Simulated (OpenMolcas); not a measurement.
# Co2+: moving or changing the point charges

Co2+ among 6 point charges of -2 e arranged as an octahedron (Oh), 1.7 Å from the ion.
```
   1.7000    0.0000    0.0000  -2.00
   0.0000    1.7000    0.0000  -2.00
  -1.7000    0.0000    0.0000  -2.00
   0.0000   -1.7000    0.0000  -2.00
   0.0000    0.0000    1.7000  -2.00
   0.0000    0.0000   -1.7000  -2.00
```

```json
{
 "Program": "OpenMolcas",
 "Method": "SS-CASPT2, IPEA 0.25 Eh, imaginary shift 0.1 Eh (closed shells correlated: 3s 3p)",
 "Basis": "ANO-RCC-VDZP [5s4p2d1f]",
 "Scalar Hamiltonian": "DKH2, point nucleus",
 "Active space": "7 electrons in 5 orbitals (3d)",
 "State averaging": "2S+1 = 4 even, 10 roots; 2S+1 = 2 even, 40 roots",
 "Spin-orbit coupling": "state interaction with AMFI integrals over the reference wave functions"
}
```

Runs around this geometry, states (labels of O, the rotations of Oh). Energies in cm-1 above the lowest state or level, χT in cm3 K/mol; under a threefold ground state the first gap can be a small split of the lowest multiplet, not the spin-orbit step.

| R (Å) | q (e) | Ground state | First state of that spin | First gap with spin-orbit (degeneracies) | χT at 300 K | First state of another spin |
| --- | --- | --- | --- | --- | --- | --- |
| 1.7 | -1.3 | 4T1 | 4T2 6680 | 360 (2, 4) | 3.657 | 2E 15250 |
| 1.7 | -2 | 4T1 | 4T2 10740 | 360 (2, 4) | 3.501 | 2E 12240 |
| 1.81 | -2 | 4T1 | 4T2 8220 | 360 (2, 4) | 3.587 | 2E 14130 |

Taking the first state of the same spin as R^-n, n = -ln(8220 / 10740) / ln(1.81 / 1.7) = 4.3 between the shortest and longest distance.

Scaling the charges by -1.3 / -2 = 0.65 scales the first state of the same spin by 6680 / 10740 = 0.62; with fixed orbitals a first-order splitting would follow the charge.

Roots that are degenerate in the reference are averaged as groups; the widest CASPT2 spread within a group is 810 cm-1 (the 3-fold group of multiplicity 4 near 10700 cm-1 above the lowest state of its run, R = 1.7, q = -2). Shifts and gaps below about the spread of the groups concerned are not significant. An orbital triplet at a regular site is open to Jahn-Teller coupling, which can distort the site and quench the lowest spin-orbit gaps and is left out. Free-ion shares, where given, are those of the reference states; single-state CASPT2 does not remix them. This is an electrostatic model: the charges have no orbitals. No measured value stands beside these numbers.
